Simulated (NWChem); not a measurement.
System: CH3FMg; SMILES [CH3][Mg][F]

Input file for NWChem:

```
start job
memory heap 200 mb stack 900 mb global 1100 mb
geometry units angstroms noautoz
  Mg    -0.077021     0.280852     0.001357
  F      0.200700     2.024702    -0.001121
  C     -0.403602    -1.771537     0.004276
  H      0.062229    -2.259015    -0.868585
  H     -1.479419    -2.013070    -0.023262
  H      0.014685    -2.249260     0.906114
end
basis spherical
  * library aug-pcseg-1
end
dft
  xc b3lyp
  iterations 150
  mulliken
end
task dft energy
```

Excerpt of the output:

```
             Northwest Computational Chemistry Package (NWChem) 7.3.0
             --------------------------------------------------------

 C3  symmetry detected

                             Geometry "geometry" -> ""
                             -------------------------

 Output coordinates in angstroms (scale by  1.889725989 to convert to a.u.)

  No.       Tag          Charge          X              Y              Z
 ---- ---------------- ---------- -------------- -------------- --------------
    1 Mg                  12.0000    -0.00000000     0.00000000    -0.13444407
    2 F                    9.0000     0.00000000     0.00000000    -1.90027189
    3 C                    6.0000     0.00000000     0.00000000     1.94376773
    4 H                    1.0000     0.82623011    -0.60659491     2.35105650
    5 H                    1.0000    -0.93844166    -0.41223881     2.35105650
    6 H                    1.0000     0.11221154     1.01883372     2.35105650

 Effective nuclear repulsion energy (a.u.)      78.0154571048

      Symmetry information
      --------------------

 Group name             C3
 Group number              5
 Group order               3
 No. of unique centers     4

                                 NWChem DFT Module
                                 -----------------

 Summary of "ao basis" -> "ao basis" (spherical)
 ------------------------------------------------------------------------------
       Tag                 Description            Shells   Functions and Types
 ---------------- ------------------------------  ------  ---------------------
 Mg                       aug-pcseg-1                8       14   5s3p
 F                        aug-pcseg-1                9       23   4s3p2d
 C                        aug-pcseg-1                9       23   4s3p2d
 H                        aug-pcseg-1                5        9   3s2p

      Symmetry analysis of basis
      --------------------------

        a          35
        e+         26
        e-         26

  Rotation of axis

            General Information
            -------------------
          SCF calculation type: DFT
          Wavefunction type:  closed shell.
          No. of atoms     :     6
          No. of electrons :    30
           Alpha electrons :    15
            Beta electrons :    15
          Charge           :     0
          Spin multiplicity:     1
          Use of symmetry is: on ; symmetry adaption is: on
          Maximum number of iterations: 150
          AO basis - number of functions:    87
                     number of shells:    41
          Convergence on energy requested:  1.00D-06
          Convergence on density requested:  1.00D-05
          Convergence on gradient requested:  5.00D-04

              XC Information
              --------------
                         B3LYP Method XC Potential
                     Hartree-Fock (Exact) Exchange  0.200
                        Slater Exchange Functional  0.800 local
                    Becke 1988 Exchange Functional  0.720 non-local
              Lee-Yang-Parr Correlation Functional  0.810
                  VWN I RPA Correlation Functional  0.190 local

             Grid Information
             ----------------
          Grid used for XC integration:  medium
          Radial quadrature: Mura-Knowles
          Angular quadrature: Lebedev.
          Tag              B.-S. Rad. Rad. Pts. Rad. Cut. Ang. Pts.
          ---              ---------- --------- --------- ---------
          Mg                  1.50       88          15.0       590
          F                   0.50       49          15.0       434
          C                   0.70       49          14.0       434
          H                   0.35       45          15.0       434
          Grid pruning is: on
          Number of quadrature shells:   231
          Spatial weights used:  Erf1

      Superposition of Atomic Density Guess
      -------------------------------------

 Sum of atomic energies:        -338.08036908

      Non-variational initial energy
      ------------------------------

 Total energy =    -338.586806
 1-e energy   =    -624.878086
 2-e energy   =     208.275823
 HOMO         =      -0.363243
 LUMO         =      -0.084620

      Symmetry analysis of molecular orbitals - initial
      -------------------------------------------------

  Numbering of irreducible representations:

     1 a           2 e+          3 e-

  Orbital symmetries:

     1 a           2 a           3 a           4 a           5 a
     6 e+          7 e+          8 a           9 a          10 a
    11 e+         12 e+         13 e+         14 e+         15 a
    16 a          17 a          18 a          19 e+         20 e+
    21 e+         22 e+         23 a          24 e+         25 e+

     ---------------------------------------------
      Total Density - Mulliken Population Analysis
     ---------------------------------------------

    Atom       Charge   Shell Charges
 -----------   ------   -------------------------------------------------------
    1 Mg  12    10.20   2.00  2.00  0.24  0.02 -0.01  6.01 -0.03 -0.02
    2 F    9    10.04   2.00  0.98  1.00  0.02  3.71  2.24  0.10  0.00  0.00
    3 C    6     7.75   2.00  0.77  0.63  0.22  2.11  1.90  0.08  0.01  0.03
    4 H    1     0.67   0.68 -0.08  0.01  0.02  0.04
    5 H    1     0.67   0.68 -0.08  0.01  0.02  0.04
    6 H    1     0.67   0.68 -0.08  0.01  0.02  0.04

[...]
```

Level: B3LYP/aug-pcseg-1. All runs use the structure optimised with PBE0/def2-SVP.
